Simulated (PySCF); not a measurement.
# Radial density of Zr⁺ (zirconium, charge +1)

UHF, [Kr] 4d1 5s2, 2D determinant (an excited configuration). Calculation: PySCF 2.14, in ANO-RCC-VTZP (7s6p4d2f1g, 68 functions); the spin-free X2C one-electron Hamiltonian (Gaussian nucleus).

```csv
r (bohr),4πr²ρ (e/bohr),4πr²(ρα − ρβ)
0.0307,49.28,-0.0013
0.0517,41.98,-0.0026
0.0870,55.05,0.0000
0.146,55.68,0.0351
0.246,37.08,0.0919
0.414,44.18,0.0498
0.696,14.31,0.0160
1.17,8.957,0.4191
1.97,2.981,0.5212
3.31,0.8012,0.1089
5.57,0.1110,-0.0020
9.37,0.0008612,-0.0002
```

Densities and radii are taken from the X2C orbitals without a picture-change correction, which distorts them close to the nucleus.

⟨L²⟩ = 8.33 against 6 for a pure D term, so this real determinant mixes terms. The s, p, d and f populations moved away from the nominal configuration during the SCF.

Question: Where is the radial spin density 4πr²(ρα − ρβ) most negative, and why is it negative at all?

Answer: Around r = 0.0517 bohr, down to -0.0026 e/bohr: exchange with the open shell polarises the paired shells in an unrestricted calculation.
